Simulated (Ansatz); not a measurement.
Start from `C[SiH](F)Cl` and change one atom or group to get `C[SiH](F)CCl`.

Ansatz, PBE0-D4/def2-TZVP geometries, multiplicity 1. Each molecule was computed in one conformer, which needn't be the lowest.

| property | `C[SiH](F)Cl` |
| --- | --- |
| LUMO energy (PBE0/def2-TZVPP) / eV | 0.71 |
| HOMO energy (PBE/def2-TZVPP) / eV | -7.58 |
| LUMO energy (B3LYP/def2-TZVPP) / eV | 0.48 |
| HOMO energy (PBE0/def2-TZVPP) / eV | -8.97 |
| size of the dipole moment (PBE/def2-TZVPP) / D | 2.01 |
| HOMO energy (B3LYP/def2-TZVPP) / eV | -8.73 |

Question: Give the same properties after the change, and the shifts. (Best estimate.)

Answer: Computed: 
```
                                      property  `C[SiH](F)CCl`  shift
            LUMO energy (PBE0/def2-TZVPP) / eV            0.14  -0.57
             HOMO energy (PBE/def2-TZVPP) / eV           -6.84   0.74
           LUMO energy (B3LYP/def2-TZVPP) / eV           -0.12  -0.60
            HOMO energy (PBE0/def2-TZVPP) / eV           -8.21   0.76
size of the dipole moment (PBE/def2-TZVPP) / D            0.80  -1.21
           HOMO energy (B3LYP/def2-TZVPP) / eV           -7.97   0.76
```

With PBE0 the HOMO rises by 0.76 eV and the LUMO falls by 0.57 eV, so the gap narrows by about 1.33 eV. PBE moves the HOMO by 0.74 eV and ωB97M-V by 0.75 eV. Dipoles are sizes alone; their direction can turn.

B3LYP here is the variant with VWN-RPA as its local correlation; programs differ in this.
